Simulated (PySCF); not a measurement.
Input for PySCF: R-HF/3-21G on SiH4 (SMILES [SiH4]).

```python
from pyscf import gto, scf, dft, mp
from pyscf.data.elements import chemcore

mol = gto.M(
    atom='''
    Si   -0.17894057   -0.14022198    0.27364835
    H    -1.13385649   -0.88963971    1.11926127
    H    -0.32352434    1.31513495    0.49873643
    H    -0.51249443   -0.41717437   -1.14717978
    H     1.20733477   -0.58065471    0.52665788
    ''',
    basis='3-21g',
    charge=0, spin=0, verbose=3, max_memory=1800)
mf = scf.RHF(mol)
mf.conv_tol = 1e-8
mf.max_cycle = 100
mf.kernel()
if not mf.converged:
    mf = mf.newton().run(mf.mo_coeff, mf.mo_occ)
```

### Question
Give the final energy of this run.

### Answer
-289.6867 hartree.
